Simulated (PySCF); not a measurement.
B3LYP has the VWN-RPA correlation part, as in Gaussian. Delta-SCF ions had no search for a lower state. Excitations are Tamm–Dancoff values on a coarser integration grid. The basis has no diffuse functions, so Rydberg states are missing or too high.

Cartesian coordinates (Å):
```xyz
9

C     -1.4285    -0.2866    -0.1548
O     -0.1017    -0.7827    -0.0627
Si     1.2629     0.0992     0.1264
Br     1.1639     1.2737     2.0163
Br     1.5043     1.5172    -1.5741
Br     2.9505    -1.3199     0.1902
H     -1.7096     0.2625     0.7594
H     -1.5406     0.3834    -1.0237
H     -2.1012    -1.1469    -0.2770
```
Charge 0, multiplicity 1.

### Question
What LUMO, dipole moment, S1 excitation (TDA), vertical ionisation energy (Delta-SCF) and T1 excitation (TDA) does B3LYP-D3(BJ)/def2-TZVP // B3LYP-D3(BJ)/def2-SVP in PySCF give?

### Answer

* **LUMO**: -1.44 eV
* **dipole moment**: 1.75 D
* **S1 excitation (TDA)**: 5.74 eV
* **vertical ionisation energy (Delta-SCF)**: 10.20 eV
* **T1 excitation (TDA)**: 5.37 eV
